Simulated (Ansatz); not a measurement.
Species: C₅H₁₁S, charge 0, multiplicity 2. It need not be the lowest isomer of its formula. 
Coordinates optimised at B3LYP-D3(BJ)/def2-TZVP (Ansatz, an electronic-structure program):
SMILES: C([S])CCCC
```xyz
17

C     -3.5398     0.8310    -0.4602
C     -2.1477     1.0442     0.1268
C     -1.1345     0.0038    -0.3449
C      0.2605     0.2136     0.2405
C      1.2584    -0.8326    -0.2403
S      2.9353    -0.6683     0.3973
H     -4.2425     1.5875    -0.1067
H     -3.5179     0.8810    -1.5516
H     -3.9375    -0.1482    -0.1830
H     -1.7861     2.0428    -0.1383
H     -2.2025     1.0215     1.2199
H     -1.0780     0.0254    -1.4393
H     -1.4947    -0.9969    -0.0799
H      0.6300     1.2077    -0.0255
H      0.2137     0.1864     1.3325
H      1.3416    -0.8296    -1.3333
H      0.9275    -1.8453     0.0174
```
Charge 0, spin multiplicity 2.

Dipole moments at this geometry, in debye (magnitudes).

```tsv
level	program	dipole (D)
SVWN5/def2-TZVPD	Ansatz	2.14
PBE/def2-TZVPD	Ansatz	2.05
BLYP/def2-TZVPD	Ansatz	2.01
revPBE/def2-TZVPD	Ansatz	2.04
B97M-V/def2-TZVPD	Ansatz	1.99
BHLYP/def2-TZVPD	Ansatz	1.94
r2SCAN0/def2-TZVPD	Ansatz	2.00
wB97M-V/def2-TZVPD	Ansatz	[?]
wB97X-V/def2-TZVPD	Ansatz	1.98
CCSD(T)/aug-cc-pV(D+d)Z	Ansatz	[?]
```

### Question
Fill in the missing entries.

### Answer

- wB97M-V/def2-TZVPD, dipole (D): 1.92
- CCSD(T)/aug-cc-pV(D+d)Z, dipole (D): 1.86
